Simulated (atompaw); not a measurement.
## An all-electron radial function and its pseudo partner (N (Z = 7))

Columns: radius, all-electron u(r) and pseudo u(r) of the 2s shell (level -18.58 eV) of nitrogen in the configuration [He] 2s2 2p3; PBE, scalar-relativistic, PAW (atompaw) scheme, atompaw 4.2.0.5.

```csv
r (bohr),all-electron,pseudo
0.060,-0.3147,0.0927
0.119,-0.3880,0.1828
0.179,-0.3308,0.2722
0.238,-0.2083,0.3571
0.298,-0.0548,0.4392
0.358,0.1048,0.5163
0.417,0.2548,0.5865
0.477,0.3931,0.6514
0.537,0.5141,0.7092
0.596,0.6152,0.7589
0.656,0.6998,0.8018
0.715,0.7659,0.8363
0.775,0.8172,0.8637
0.835,0.8540,0.8835
0.894,0.8779,0.8958
0.954,0.8912,0.9014
1.013,0.8953,0.9008
1.073,0.8916,0.8943
1.133,0.8814,0.8826
1.192,0.8663,0.8667
1.252,0.8467,0.8468
1.312,0.8238,0.8238
1.371,0.7987,0.7987
1.431,0.7714,0.7714
1.490,0.7433,0.7433
1.550,0.7139,0.7139
```

How many radial nodes do the two functions have?

The all-electron 2s function has n − l − 1 = 1; the pseudo-wave has 0, since the states of the same l below it are removed with the core.

Is the pseudo-wave norm-conserving?

No, it belongs to a PAW set: the norm inside the radius is not constrained, and the difference is carried by the augmentation charge.
